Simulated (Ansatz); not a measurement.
```yaml
crystal:
  periodic: [false, false, false]
  atoms:
    - {symbol: O, position_ang: [-1.052920, 1.414008, -0.626221]}
    - {symbol: B, position_ang: [0.230533, 1.012083, -0.706304]}
    - {symbol: Sn, position_ang: [0.711299, -0.913010, 0.385916]}
    - {symbol: O, position_ang: [-0.957722, -1.537257, 1.250682]}
    - {symbol: H, position_ang: [-1.242019, 2.234154, -1.094127]}
    - {symbol: H, position_ang: [1.031651, 1.660891, -1.325333]}
    - {symbol: H, position_ang: [1.210904, -2.208538, -0.616519]}
    - {symbol: H, position_ang: [1.844093, -0.763344, 1.660890]}
    - {symbol: H, position_ang: [-1.687320, -0.945288, 1.053916]}
basis:
  gaussian: {orbitals: ANO-RCC-VTZP, point_charges: [{charge: 1.00, position_ang: [5.978, -0.524, -0.475]}]}
hamiltonian: {xc: {name: wB97}}
accuracy: high
output: {forces: true}
```

```sh
$ ansatz run in.yaml --threads 4 --pin off --events-out ev --progress --plain --max-ram 10444MiB
```

Shortened log:

```
Functional definition: wB97
4403 factors; integrals over basis functions are off by at most 4.9e-9 eV
933 factors; integrals over basis functions are off by at most 2.2e-9 eV
mean field evaluation 1: about -172937.3240 eV, gradient 6.6e1 eV
mean field evaluation 2: about -172932.7496 eV, gradient 8.6e1 eV
mean field evaluation 4: about -172944.7826 eV, gradient 3.7e0 eV
mean field evaluation 8: about -172944.8068 eV, gradient 2.6e-1 eV
mean field evaluation 16: about -172944.8070 eV, gradient 2.0e-4 eV
mean field -172944.80698062 eV, -6355.6044303372 hartree, gradient 5.5e-8 eV, S^2 0.000000; 0 other end points of the search recorded, 0 dependent functions left out
reference -172944.80697817 eV, -6355.6044302473 hartree; 38, 38 occupied and 190, 190 virtual orbitals, 4403 factors
Total energy: -172944.80697817 eV, -6355.6044302473 hartree
Relativity: scalar
Atom 0 at    -1.052920     1.414008    -0.626221 Å, force    -0.022164     0.082805    -0.037903 eV/Å
Atom 1 at     0.230533     1.012083    -0.706304 Å, force     0.130888    -0.027197    -0.003267 eV/Å
Atom 2 at     0.711299    -0.913010     0.385916 Å, force    -0.446117    -0.149311     0.093592 eV/Å
Atom 3 at    -0.957722    -1.537257     1.250682 Å, force     0.249497     0.135400    -0.137625 eV/Å
Atom 4 at    -1.242019     2.234154    -1.094127 Å, force    -0.065122    -0.065547     0.047564 eV/Å
Atom 5 at     1.031651     1.660891    -1.325333 Å, force     0.026892     0.041832    -0.031129 eV/Å
Atom 6 at     1.210904    -2.208538    -0.616519 Å, force     0.085761     0.070101     0.039124 eV/Å
Atom 7 at     1.844093    -0.763344     1.660890 Å, force     0.103695     0.006497    -0.058442 eV/Å
Atom 8 at    -1.687320    -0.945288     1.053916 Å, force    -0.047416    -0.062878     0.057227 eV/Å
Dipole moment:    -0.216697     0.801758    -0.498835 e Å
```

Hardware: 4 threads of an Intel Xeon Platinum 8375C on a shared host. Wall time 3.4 min, peak host memory 2.3 GiB.
